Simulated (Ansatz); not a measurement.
`B/N=C\Cl` + `O=[C](O)[GeH3]` → `BO[C](=O)[GeH3]` + `N=CCl`  (ligand exchange at a B–N bond)

Computed with Ansatz on PBE0-D4/def2-TZVP structures; ΔE is electronic, products minus reactants. CCSD(T)/CBS is the MP2 limit (def2-TZVPP, def2-QZVPP) plus CCSD(T) − MP2 in def2-TZVPP, frozen cores. This one scheme is used for every species. Functionals use def2-TZVPP. B3LYP here is the variant with VWN-RPA as its local correlation; programs differ in this. For Ge outer-core shells are correlated without core-valence functions, which leaves a few kJ/mol of doubt a bond. Scalar relativity is left out up to krypton. One conformer a species, not always the lowest.

```tsv
level	ΔE (kJ/mol)	difference from CCSD(T)/CBS
LDA (SPW92)	46.7	38.0
revPBE-D4	32.1	23.4
r2SCAN-D4	28.2	19.5
B97M-V	23.2	14.5
B3LYP-D4	23.4	14.7
ωB97M-V	14.2	5.5
PBE	36.8	28.1
revPBE	34.4	25.7
BLYP	31.2	22.5
B3LYP	24.7	16.0
CCSD(T)/def2-SVP	9.2	0.5
MP2/def2-TZVPP	11.4	2.7
CCSD/def2-TZVPP	4.8	-3.9
CCSD(T)/def2-TZVPP	7.2	-1.5
SCS-MP2/def2-QZVPP	6.4	-2.3
CCSD/CBS(def2)	6.4	-2.3
CCSD(T)/CBS	8.7	0
```

Largest T1 diagnostic among the species: 0.015.

Leaving LDA and LC-ωPBE aside and taking each functional with its dispersion term where it has one, the values, not all of them listed here, spread over 24.4 kJ/mol, from ωB97X-V to PBE-D4. LDA lies +9.9 kJ/mol from PBE without D4. In def2-TZVPP, CCSD(T) changes the Hartree–Fock value by +12.5 kJ/mol (the triples alone add +2.4 kJ/mol) and MP2 by +16.7 kJ/mol. From BLYP to BHLYP (50 % exact exchange), in def2-TZVPP and without D4, ΔE moves by −17.4 kJ/mol.
